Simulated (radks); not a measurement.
Results of a calculation; reference values are marked as such.
Ionisation of the phosphorus ion P+, [Ne] 3s2 3p2, to P2+, [Ne] 3s2 3p1, under several functionals. Dirac Kohn-Sham, spin-unpolarised, spherical densities, finite nucleus; open shells fill j = l - 1/2 first; a radial shooting solver on a logarithmic mesh with Libxc functionals.

| functional | E(P+) (hartree) | Exc (hartree) | IE (eV) | -e(HOMO) (eV) | <r> HOMO (bohr) | IE error (eV) |
|---|---|---|---|---|---|---|
| RPBE | -341.68027 | -22.85840 | 19.164 | 14.229 | 2.138 | -0.606 |
| LDA (Slater exchange, Perdew-Zunger correlation) | -340.42986 | -21.56507 | 19.286 | 14.333 | 2.130 | -0.484 |
| AM05 | -340.55584 | -21.69690 | 19.129 | 14.187 | 2.130 | -0.640 |
| B86b exchange with PBE correlation | -341.69134 | -22.86973 | 19.210 | 14.265 | 2.131 | -0.560 |
| exchange-only PBE | -341.04043 | -22.19786 | 18.263 | 13.344 | 2.164 | -1.506 |
| exchange-only LDA | -339.33617 | -20.44404 | 18.017 | 13.107 | 2.159 | -1.753 |

NIST Atomic Spectra Database: 19.769 eV (semi-empirical). Closest: LDA (Slater exchange, Perdew-Zunger correlation). The Delta-SCF values span 1.27 eV, the total energies 2.36 hartree. The highest occupied level is 3p1/2. Spin polarisation and multiplet splitting are left out, so open shells lie too high by an amount that depends on their filling.

Beside tabulated values, note that spin-unpolarised runs miss the spin-polarisation part of the exchange energy of open shells.
